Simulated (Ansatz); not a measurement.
Al7N7. Total charge 0; singlet. Geometry r2SCAN-D4/def2-SVP; atoms count from 1.

Cartesian coordinates in Å:
```
Al 2.1920 2.4313 -0.5005
Al -3.4177 0.3044 1.4137
Al -0.2993 1.7852 0.4511
Al -1.3990 -0.5703 0.2787
Al 0.8822 -1.5694 -0.4875
Al 3.0841 -0.0976 -1.2051
Al -2.3035 -2.8617 0.5272
N 0.7807 3.1465 0.2233
N 3.5330 1.5738 -1.1802
N -1.8867 1.1089 1.0852
N -3.2046 -1.3239 0.7002
N 2.5008 -1.7352 -1.1384
N -0.6712 -2.3454 0.1167
N 0.2090 0.1534 -0.2845
```

Single mean-field runs in def2-TZVP are fitted with def2-universal-jkfit. The restricted singlet is unstable towards broken spin symmetry at other levels; at PBE0-D4/def2-TZVP this wasn't settled. At PBE0-D4/def2-TZVP a triplet of charge 0 lies 0.10 eV below the restricted singlet at the same geometry.

Question: Estimate the Mulliken populations from the PBE0/def2-TZVP orbitals of Ansatz.

Answer: 
| atom | charge (e) |
| --- | --- |
| Al1 | 0.35 |
| Al2 | 0.39 |
| Al3 | 0.33 |
| Al4 | 0.30 |
| Al5 | 0.33 |
| Al6 | 0.35 |
| Al7 | 0.39 |
| N8 | -0.43 |
| N9 | -0.37 |
| N10 | -0.27 |
| N11 | -0.34 |
| N12 | -0.43 |
| N13 | -0.27 |
| N14 | -0.33 |
Mulliken values depend strongly on the basis.

Question: And the Mayer bond orders between heavy atoms (over 0.3)?

Answer: Al1–N8 1.52 (1.74 Å); Al1–N9 1.59 (1.73 Å); Al2–N10 1.40 (1.76 Å); Al2–N11 1.20 (1.79 Å); Al3–N8 1.49 (1.75 Å); Al3–N10 0.89 (1.84 Å); Al3–N14 0.89 (1.86 Å); Al4–N10 0.79 (1.93 Å); Al4–N11 0.67 (2.00 Å); Al4–N13 0.79 (1.93 Å); Al4–N14 0.93 (1.85 Å); Al5–N12 1.49 (1.75 Å); Al5–N13 0.89 (1.84 Å); Al5–N14 0.89 (1.86 Å); Al6–N9 1.59 (1.73 Å); Al6–N12 1.52 (1.74 Å); Al7–N11 1.20 (1.79 Å); Al7–N13 1.40 (1.76 Å).
